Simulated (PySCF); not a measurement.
The dipole of `[SiH3]C1CCCC1` from its density and from atomic charges.

Coordinates (PBE0-D3(BJ)/def2-SVP, Å) and charges (e) from the PBE0/pcSseg-1 density (PySCF):

```json
{"atom": "Si1", "x": "2.419", "y": "-0.434", "z": "0.121", "Mulliken": "+0.5153", "IAO": "+0.5775", "Hirshfeld": "+0.3018", "ESP-fitted": "+0.1511"}
{"atom": "C2", "x": "0.555", "y": "-0.552", "z": "-0.137", "Mulliken": "-0.5608", "IAO": "-0.3770", "Hirshfeld": "-0.1100", "ESP-fitted": "+0.0184"}
{"atom": "C3", "x": "-0.296", "y": "-0.187", "z": "1.086", "Mulliken": "-0.1975", "IAO": "-0.2490", "Hirshfeld": "-0.0684", "ESP-fitted": "-0.0629"}
{"atom": "C4", "x": "-1.711", "y": "-0.052", "z": "0.514", "Mulliken": "-0.2156", "IAO": "-0.2595", "Hirshfeld": "-0.0676", "ESP-fitted": "-0.0438"}
{"atom": "C5", "x": "-1.525", "y": "0.448", "z": "-0.936", "Mulliken": "-0.2146", "IAO": "-0.2638", "Hirshfeld": "-0.0671", "ESP-fitted": "-0.1031"}
{"atom": "C6", "x": "-0.008", "y": "0.387", "z": "-1.213", "Mulliken": "-0.1971", "IAO": "-0.2521", "Hirshfeld": "-0.0676", "ESP-fitted": "-0.0294"}
{"atom": "H7", "x": "2.872", "y": "-1.365", "z": "1.202", "Mulliken": "-0.0867", "IAO": "-0.1163", "Hirshfeld": "-0.0811", "ESP-fitted": "-0.0673"}
{"atom": "H8", "x": "2.785", "y": "0.964", "z": "0.515", "Mulliken": "-0.0862", "IAO": "-0.1199", "Hirshfeld": "-0.0808", "ESP-fitted": "-0.0669"}
{"atom": "H9", "x": "3.157", "y": "-0.778", "z": "-1.135", "Mulliken": "-0.0861", "IAO": "-0.1162", "Hirshfeld": "-0.0810", "ESP-fitted": "-0.0693"}
{"atom": "H10", "x": "0.325", "y": "-1.597", "z": "-0.421", "Mulliken": "+0.1455", "IAO": "+0.1313", "Hirshfeld": "+0.0353", "ESP-fitted": "+0.0464"}
{"atom": "H11", "x": "0.042", "y": "0.783", "z": "1.492", "Mulliken": "+0.1207", "IAO": "+0.1222", "Hirshfeld": "+0.0332", "ESP-fitted": "+0.0418"}
{"atom": "H12", "x": "-0.225", "y": "-0.921", "z": "1.904", "Mulliken": "+0.1291", "IAO": "+0.1344", "Hirshfeld": "+0.0392", "ESP-fitted": "+0.0173"}
{"atom": "H13", "x": "-2.345", "y": "0.616", "z": "1.116", "Mulliken": "+0.1215", "IAO": "+0.1342", "Hirshfeld": "+0.0373", "ESP-fitted": "+0.0245"}
{"atom": "H14", "x": "-2.204", "y": "-1.037", "z": "0.516", "Mulliken": "+0.1192", "IAO": "+0.1296", "Hirshfeld": "+0.0343", "ESP-fitted": "+0.0248"}
{"atom": "H15", "x": "-1.912", "y": "1.469", "z": "-1.073", "Mulliken": "+0.1214", "IAO": "+0.1335", "Hirshfeld": "+0.0360", "ESP-fitted": "+0.0396"}
{"atom": "H16", "x": "-2.078", "y": "-0.191", "z": "-1.642", "Mulliken": "+0.1212", "IAO": "+0.1325", "Hirshfeld": "+0.0353", "ESP-fitted": "+0.0360"}
{"atom": "H17", "x": "0.434", "y": "1.391", "z": "-1.091", "Mulliken": "+0.1222", "IAO": "+0.1233", "Hirshfeld": "+0.0326", "ESP-fitted": "+0.0303"}
{"atom": "H18", "x": "0.231", "y": "0.059", "z": "-2.236", "Mulliken": "+0.1284", "IAO": "+0.1352", "Hirshfeld": "+0.0386", "ESP-fitted": "+0.0124"}
```

Task: What dipole does each set of charges give (1 e·Å = 4.803 D), and what does the density give?

Result: The full density gives (-0.94, -0.07, -0.12) D, 0.95 D in size; dipole vectors point from the negative to the positive end.

```json
{"scheme": "Mulliken", "μx": "0.02", "μy": "0.44", "μz": "0.07", "size (D)": "0.45", "share of the full size (%)": "47", "angle to the full dipole (°)": "99"}
{"scheme": "IAO", "μx": "0.22", "μy": "-0.02", "μz": "0.01", "size (D)": "0.22", "share of the full size (%)": "24", "angle to the full dipole (°)": "170"}
{"scheme": "Hirshfeld", "μx": "-0.40", "μy": "0.00", "μz": "-0.05", "size (D)": "0.41", "share of the full size (%)": "43", "angle to the full dipole (°)": "5"}
{"scheme": "ESP-fitted", "μx": "-0.99", "μy": "-0.06", "μz": "-0.13", "size (D)": "1.00", "share of the full size (%)": "105", "angle to the full dipole (°)": "1"}
```

Task: Which set comes closest?

Result: Length of the difference vector: ESP-fitted 0.05 D, Hirshfeld 0.55 D, Mulliken 1.11 D, IAO 1.17 D. Closest: ESP-fitted. ESP charges are fitted to the potential around the molecule, whose slowest-falling term is the dipole's. 

Task: What is left for the Hirshfeld atoms' own dipoles?

Result: The shares of the density sum to the whole, so what Σ q r misses lies in dipoles about the nuclei. The atomic dipoles sum to (-0.94, -0.07, -0.12) − (-0.40, 0.00, -0.05) = (-0.54, -0.07, -0.07) D, 0.55 D in size.

Task: With the origin at the mean of the coordinates, (0.029, -0.055, -0.079) Å, which are the largest single terms, by size, of the ESP-fitted dipole along the direction of the full one?

Result: Si1 -1.71, H9 +0.97, H7 +0.93, H8 +0.93, C5 -0.80 D; all 18 atoms together +1.00 D. The single terms depend on the origin, their sum doesn't.

Task: Give the size of the full dipole in other units.

Result: 0.95 D = 0.373 au = 0.198 e·Å = 3.16 × 10⁻³⁰ C·m.

One conformer (not necessarily the lowest) at the PBE0-D3(BJ)/def2-SVP geometry, without solvent, vibrations or thermal averaging.
